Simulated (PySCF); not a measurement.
Orbital picture of GaO

r²SCAN at R = 1.704 Å; basis Ga jorge-DZP-DKH, O jorge-DZP-DKH; spin-free X2C with a Gaussian nucleus; PySCF 2.14. State: ²Σ⁺ (doublet), unpaired electrons σ ↑. Only the outer orbitals are listed, counted within each symmetry.

```json
{"spin": "α", "orbital": "9σ", "occ.": "1", "ε (eV)": "-10.53", "on Ga (%)": "50", "main shells (%)": "48 Ga s, 45 O p"}
{"spin": "α", "orbital": "10σ", "occ.": "1", "ε (eV)": "-7.26", "on Ga (%)": "63", "main shells (%)": "40 Ga s, 37 O p, 21 Ga p"}
{"spin": "α", "orbital": "4π", "occ.": "1", "ε (eV)": "-7.07", "on Ga (%)": "13", "main shells (%)": "87 O p, 12 Ga p"}
{"spin": "α", "orbital": "4π", "occ.": "1", "ε (eV)": "-7.07", "on Ga (%)": "13", "main shells (%)": "87 O p, 12 Ga p"}
{"spin": "α", "orbital": "5π", "occ.": "0", "ε (eV)": "-1.67", "on Ga (%)": "90", "main shells (%)": "90 Ga p, 10 O p"}
{"spin": "α", "orbital": "5π", "occ.": "0", "ε (eV)": "-1.67", "on Ga (%)": "90", "main shells (%)": "90 Ga p, 10 O p"}
{"spin": "α", "orbital": "11σ", "occ.": "0", "ε (eV)": "1.73", "on Ga (%)": "101", "main shells (%)": "86 Ga p, 13 Ga s"}
{"spin": "β", "orbital": "9σ", "occ.": "1", "ε (eV)": "-9.15", "on Ga (%)": "65", "main shells (%)": "64 Ga s, 29 O p"}
{"spin": "β", "orbital": "4π", "occ.": "1", "ε (eV)": "-6.67", "on Ga (%)": "14", "main shells (%)": "86 O p, 13 Ga p"}
{"spin": "β", "orbital": "4π", "occ.": "1", "ε (eV)": "-6.67", "on Ga (%)": "14", "main shells (%)": "86 O p, 13 Ga p"}
{"spin": "β", "orbital": "10σ", "occ.": "0", "ε (eV)": "-5.11", "on Ga (%)": "50", "main shells (%)": "50 O p, 28 Ga s, 20 Ga p"}
{"spin": "β", "orbital": "5π", "occ.": "0", "ε (eV)": "-1.21", "on Ga (%)": "89", "main shells (%)": "88 Ga p, 11 O p"}
{"spin": "β", "orbital": "5π", "occ.": "0", "ε (eV)": "-1.21", "on Ga (%)": "89", "main shells (%)": "88 Ga p, 11 O p"}
```

Task: Which are the highest filled and the lowest empty level, where do they sit, and how wide is the gap?

Result: Highest filled β 4π at -6.67 eV (in %: 86 O p, 13 Ga p); lowest empty β 10σ at -5.11 eV (in %: 50 O p, 28 Ga s, 20 Ga p); the gap at r²SCAN is 1.56 eV.

| Item | Value |
| --- | --- |
| bond order (Mayer) | 1.65 |
| ⟨S²⟩ | 0.759 |
| charge on Ga (Mulliken, basis-dependent) | 0.60 |
| charge on Ga (Löwdin, basis-dependent) | 0.54 |
| dipole moment (positive dipole means Ga(−)O(+)) | -3.54 D |

Shares are Mulliken populations and can fall outside 0 to 100 %.

Spin–orbit coupling is left out. The state is the lowest determinant that a PBE0 search found; another state may lie lower at other levels.
